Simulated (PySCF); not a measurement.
C2H2F3, SMILES FC[C](F)F, multiplicity 2. Atoms are numbered in the order given.

```xyz
7

F     -1.6350    -0.5689     0.0000
C     -0.9130     0.6164     0.0000
C      0.5534     0.3707     0.0000
F      1.0683    -0.1773     1.0935
F      1.0683    -0.1773    -1.0935
H     -1.1782     1.1944    -0.8998
H     -1.1782     1.1944     0.8998
```
Charge 0, spin multiplicity 2.

Geometry: B3LYP-D3(BJ)/def2-SVP. The isomer is the one that the SMILES or the coordinates give; other isomers of the formula were not compared. The values are those of a single conformer.

Method: B3LYP-D3(BJ)/def2-SVP in PySCF.

Harmonic, unscaled wavenumbers; measured fundamentals usually lie a few per cent lower.

| mode | ν (cm⁻¹) | IR (km/mol) | moving atoms (share of kinetic energy) |
|---|---|---|---|
| 1 | 100 | 4.3 | F 77 %, H 13 %, C 10 % |
| 2 | 203 | 3.3 | F 88 %, C 11 % |
| 3 | 365 | 0.2 | F 45 %, H 34 %, C 21 % |
| 4 | 530 | 16.3 | F 73 %, C 24 % |
| 5 | 704 | 14.5 | C 80 %, F 18 % |
| 6 | 852 | 37.1 | F 44 %, C 44 %, H 12 % |
| 7 | 980 | 33.1 | H 51 %, C 34 %, F 16 % |
| 8 | 1025 | 118.2 | C 55 %, F 41 % |
| 9 | 1232 | 54.3 | H 64 %, C 25 %, F 11 % |
| 10 | 1338 | 72.0 | C 48 %, H 38 %, F 14 % |
| 11 | 1347 | 161.0 | C 51 %, H 36 %, F 13 % |
| 12 | 1428 | 30.4 | H 48 %, C 47 % |
| 13 | 1460 | 12.3 | H 88 %, C 12 % |
| 14 | 3063 | 15.3 | H 95 % |
| 15 | 3126 | 13.4 | H 90 %, C 10 % |
